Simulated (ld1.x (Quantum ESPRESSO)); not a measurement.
**Configuration tests for Ba (TM)**

* Element: barium (Ba)
* Generator: ld1.x (Quantum ESPRESSO) 7.5
* Type: norm-conserving Troullier–Martins (Kleinman–Bylander form)
* Functional: LDA (PZ)
* Relativity: scalar-relativistic
* Frozen core: [Xe]
* Valence charge: 2
* Reference configuration: 5d0 6s1.75 6p0.25
* Partial waves: 6s (bound): rc 4.00 bohr; 6p (bound): rc 4.20 bohr; 5d (bound, empty): rc 3.85 bohr
* Local potential: the d channel
* Core correction: a·sin(br)/r model core, default radius (core density twice the valence density)

Energies are relative to the spin-unpolarised reference configuration 5d0 6s1.75 6p0.25; without spin polarisation the order of configurations can differ from experiment. Spin-polarised rows fill each open shell by Hund’s rule, majority spin first.

| valence configuration | charge | ΔE all-electron (eV) | error AE − PS (meV) |
| --- | --- | --- | --- |
| 5d0 6s2 6p0 | 0 | -0.520 | -0.4 |
| 5d0 6s1 6p0 | +1 | 5.023 | -6.0 |
| 5d0 6s1.5 6p0 | +0.5 | 1.691 | -0.7 |
| 5d0 6s0 6p1 | +1 | 7.730 | +336 |
| 5d0.5 6s1.5 6p0 | 0 | 0.123 | -9.7 |
| 5d0 6s0 6p2 | 0 | 3.847 | +76 |
| 5d0 6s1 6p0 (spin-polarised) | +1 | 4.876 | -5.1 |

Q: What are ΔE and the potential's error for 5d1 6s1 6p0?

A: ΔE = 0.829 eV all-electron; the error (AE − PS) is -27 meV.

Q: What are ΔE and the potential's error for 5d0 6s1.75 6p0.25 (spin-polarised)?

A: ΔE = -0.019 eV all-electron; the error (AE − PS) is +0.3 meV.

Note: ghost state, extra bound levels that the all-electron valence spectrum of the same l lacks: s at -14.3 eV. A true bound ghost makes a file unfit for plane-wave use.
